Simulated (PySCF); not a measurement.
**Ne⁺ (neon, charge +1): UHF calculation**

Configuration: [He] 2s2 2p5, 2P determinant. Calculation: PySCF 2.14, in def2-TZVP (5s3p2d1f, 31 functions); no relativity, point nucleus.

```json
{"Total energy": "-127.818505 hartree", "One-electron energy": "-175.1218 hartree", "Hartree (Coulomb) energy": "58.9665 hartree", "Exchange energy": "-11.6632 hartree", "Kinetic energy": "127.83235 hartree", "⟨S²⟩": "0.7525", "⟨L²⟩": "2.008", "Sum of ⟨r⟩": "6.420 bohr", "Sum of ⟨r²⟩": "6.783 bohr²", "Traceless quadrupole moment −½Σ⟨3z² − r²⟩ along its main axis": "0.420 e·bohr²", "Density at the nucleus (Gaussians lack the cusp)": "606 bohr⁻³", "Spin density at the nucleus": "0.0677 bohr⁻³", "Langevin diamagnetic susceptibility": "-5.37 ×10⁻⁶ cm³/mol", "Time after the integrals": "0.09 s of wall time on 1 thread of Neoverse-V1 (shared host)"}
```

```csv
shell,electrons,mean orbital energy (eV),spread (eV),"rms radius, mean of both spins (bohr)"
1s α,1,-915.47,0,0.183
1s β,1,-913.78,0,0.183
2s α,1,-74.396,0,0.944
2s β,1,-68.255,0,0.944
2p α,3,-44.942,3.660,0.993
2p β,2,-42.103,0,0.993
```
